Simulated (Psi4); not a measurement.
Interaction energy of H4Si ··· BCl3 (SMILES [SiH4] and ClB(Cl)Cl). Monomers: optimised at B3LYP-D3(BJ) (def2-TZVP), held rigid. Orientation: a random orientation, not optimised. R is the distance of the centres of mass, along which the second monomer moves.

Geometry at R = 4.60 Å (first 5 atoms: monomer A):
```
9

Si     0.0000     0.0000     0.0000
H     -0.2279    -1.0576    -1.0104
H     -0.7218     1.2288    -0.4004
H      1.4490     0.2877     0.0950
H     -0.4993    -0.4589     1.3159
Cl     2.6475    -2.7922    -0.4554
B      1.8700    -4.1965     0.2297
Cl     2.7294    -5.7127     0.3193
Cl     0.2332    -4.0845     0.8249
```

- PBE/def2-TZVP, counterpoise-corrected (Psi4)
- PBE-D3(BJ)/def2-TZVP, counterpoise-corrected (Psi4)
- SAPT0/jun-cc-pVDZ, frozen core (Psi4)

Interaction energies in kJ/mol; the last columns give the difference from SAPT0:

```json
[
 {"R / Å": "3.97", "PBE/def2-TZVP": "17.64", "PBE-D3(BJ)/def2-TZVP": "8.77", "SAPT0/jun-cc-pVDZ": "18.73", "PBE/def2-TZVP − SAPT0/jun-cc-pVDZ": "-1.09", "PBE-D3(BJ)/def2-TZVP − SAPT0/jun-cc-pVDZ": "-9.96"},
 {"R / Å": "4.22", "PBE/def2-TZVP": "6.49", "PBE-D3(BJ)/def2-TZVP": "-1.05", "SAPT0/jun-cc-pVDZ": "6.01", "PBE/def2-TZVP − SAPT0/jun-cc-pVDZ": "0.48", "PBE-D3(BJ)/def2-TZVP − SAPT0/jun-cc-pVDZ": "-7.06"},
 {"R / Å": "4.39", "PBE/def2-TZVP": "2.69", "PBE-D3(BJ)/def2-TZVP": "-3.96", "SAPT0/jun-cc-pVDZ": "1.80", "PBE/def2-TZVP − SAPT0/jun-cc-pVDZ": "0.89", "PBE-D3(BJ)/def2-TZVP − SAPT0/jun-cc-pVDZ": "-5.76"},
 {"R / Å": "4.60", "PBE/def2-TZVP": "0.26", "PBE-D3(BJ)/def2-TZVP": "-5.33", "SAPT0/jun-cc-pVDZ": "-0.75", "PBE/def2-TZVP − SAPT0/jun-cc-pVDZ": "1.01", "PBE-D3(BJ)/def2-TZVP − SAPT0/jun-cc-pVDZ": "-4.58"},
 {"R / Å": "4.83", "PBE/def2-TZVP": "-0.85", "PBE-D3(BJ)/def2-TZVP": "-5.38", "SAPT0/jun-cc-pVDZ": "-1.76", "PBE/def2-TZVP − SAPT0/jun-cc-pVDZ": "0.92", "PBE-D3(BJ)/def2-TZVP − SAPT0/jun-cc-pVDZ": "-3.61"},
 {"R / Å": "4.97", "PBE/def2-TZVP": "-1.10", "PBE-D3(BJ)/def2-TZVP": "-5.06", "SAPT0/jun-cc-pVDZ": "-1.92", "PBE/def2-TZVP − SAPT0/jun-cc-pVDZ": "0.83", "PBE-D3(BJ)/def2-TZVP − SAPT0/jun-cc-pVDZ": "-3.13"},
 {"R / Å": "5.32", "PBE/def2-TZVP": "-1.10", "PBE-D3(BJ)/def2-TZVP": "-3.88", "SAPT0/jun-cc-pVDZ": "-1.72", "PBE/def2-TZVP − SAPT0/jun-cc-pVDZ": "0.62", "PBE-D3(BJ)/def2-TZVP − SAPT0/jun-cc-pVDZ": "-2.16"},
 {"R / Å": "5.57", "PBE/def2-TZVP": "-0.90", "PBE-D3(BJ)/def2-TZVP": "-3.04", "SAPT0/jun-cc-pVDZ": "-1.41", "PBE/def2-TZVP − SAPT0/jun-cc-pVDZ": "0.51", "PBE-D3(BJ)/def2-TZVP − SAPT0/jun-cc-pVDZ": "-1.63"},
 {"R / Å": "6.08", "PBE/def2-TZVP": "-0.49", "PBE-D3(BJ)/def2-TZVP": "-1.74", "SAPT0/jun-cc-pVDZ": "-0.88", "PBE/def2-TZVP − SAPT0/jun-cc-pVDZ": "0.39", "PBE-D3(BJ)/def2-TZVP − SAPT0/jun-cc-pVDZ": "-0.87"},
 {"R / Å": "6.78", "PBE/def2-TZVP": "-0.16", "PBE-D3(BJ)/def2-TZVP": "-0.78", "SAPT0/jun-cc-pVDZ": "-0.44", "PBE/def2-TZVP − SAPT0/jun-cc-pVDZ": "0.29", "PBE-D3(BJ)/def2-TZVP − SAPT0/jun-cc-pVDZ": "-0.34"},
 {"R / Å": "7.78", "PBE/def2-TZVP": "-0.02", "PBE-D3(BJ)/def2-TZVP": "-0.28", "SAPT0/jun-cc-pVDZ": "-0.18", "PBE/def2-TZVP − SAPT0/jun-cc-pVDZ": "0.16", "PBE-D3(BJ)/def2-TZVP − SAPT0/jun-cc-pVDZ": "-0.09"},
 {"R / Å": "9.12", "PBE/def2-TZVP": "0.00", "PBE-D3(BJ)/def2-TZVP": "-0.09", "SAPT0/jun-cc-pVDZ": "-0.07", "PBE/def2-TZVP − SAPT0/jun-cc-pVDZ": "0.06", "PBE-D3(BJ)/def2-TZVP − SAPT0/jun-cc-pVDZ": "-0.03"}
]
```

PBE/def2-TZVP is furthest from SAPT0/jun-cc-pVDZ at 3.97 (-1.09 kJ/mol, below); its mean absolute difference over the points is 0.60 kJ/mol.

PBE-D3(BJ)/def2-TZVP is furthest from SAPT0/jun-cc-pVDZ at 3.97 (-9.96 kJ/mol, below); its mean absolute difference over the points is 3.27 kJ/mol.
